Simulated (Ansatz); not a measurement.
Geometry optimisation, Ansatz, RKS r2SCAN-D4/STO-3G.

Input:

```yaml
crystal:
  periodic: [false, false, false]
  atoms:
    - { symbol: C, position_ang: [-1.4779, -1.8175, -1.1359] }
    - { symbol: O, position_ang: [-1.5667, -0.3849, -0.961] }
    - { symbol: Al, position_ang: [-0.9725, 0.0327, 0.7226] }
    - { symbol: F, position_ang: [-2.0152, 0.1594, 2.1135] }
    - { symbol: C, position_ang: [1.0088, 0.3162, 1.0122] }
    - { symbol: Si, position_ang: [1.5909, 1.7515, -0.0427] }
    - { symbol: H, position_ang: [-0.4585, -2.159, -1.0777] }
    - { symbol: H, position_ang: [-2.1517, -2.2785, -0.4299] }
    - { symbol: H, position_ang: [-1.94251, -0.15338, -1.84715] }
    - { symbol: H, position_ang: [1.5636, -0.5971, 0.7825] }
    - { symbol: H, position_ang: [1.1791, 0.5666, 2.1178] }
    - { symbol: H, position_ang: [1.3683, 1.4205, -1.4387] }
    - { symbol: H, position_ang: [0.8116, 2.9875, 0.3005] }
    - { symbol: H, position_ang: [3.0048, 1.9569, 0.1899] }
basis:
  gaussian: { orbitals: STO-3G }
hamiltonian:
  xc: r2scan
  dispersion: d4
relax:
  f_tol: 0.02
  max_steps: 50
```

Command:

```bash
$ ansatz run input.yaml --threads 1 --pin off --max-ram 2048MiB --backend cpu --events-out ev --progress --plain --runs-dir out
```

Q: Where does it end, and by what steps?

A: It converged. The force dipped under the threshold on the way, but the program's further checks kept it going. Limits of this set-up: minimal basis. After 34 steps the energy has fallen by 4.603 eV; H9 moved furthest, 1.19 Å. Joined: C1–Al3.

```csv
step,energy less start (eV),largest force component (eV/Å),accepted
0,0.0000,2.924,yes
2,-1.8405,1.557,yes
4,-2.6162,2.416,yes
6,-4.0093,2.482,yes
8,-4.3323,0.575,yes
10,-4.3884,0.496,yes
12,-4.4460,0.541,yes
14,-4.5192,0.640,yes
16,-4.5782,0.641,yes
18,-4.5899,0.217,yes
20,-4.5933,0.018,yes
22,-4.5939,0.028,yes
24,-4.5949,0.061,yes
26,-4.5968,0.095,yes
28,-4.5985,0.140,yes
30,-4.6010,0.092,yes
32,-4.6019,0.052,yes
34,-4.6026,0.014,yes
```

```xyz
14
Properties=species:S:1:pos:R:3
C -1.111 -1.438 -0.762
O -1.482 0.084 -0.892
Al -0.780 -0.443 0.813
F -2.048 -0.328 1.838
C 0.927 0.330 1.166
Si 1.555 1.447 -0.195
H -0.352 -1.617 -1.544
H -2.005 -2.041 -0.987
H -2.502 0.078 -0.817
H 1.672 -0.458 1.328
H 0.896 0.906 2.099
H 1.674 0.722 -1.442
H 0.644 2.551 -0.409
H 2.855 2.009 0.110
```

Run time: 4.3 min on 1 thread of Intel(R) Xeon(R) Processor @ 2.70GHz (shared host), peak memory 0.22 GiB.
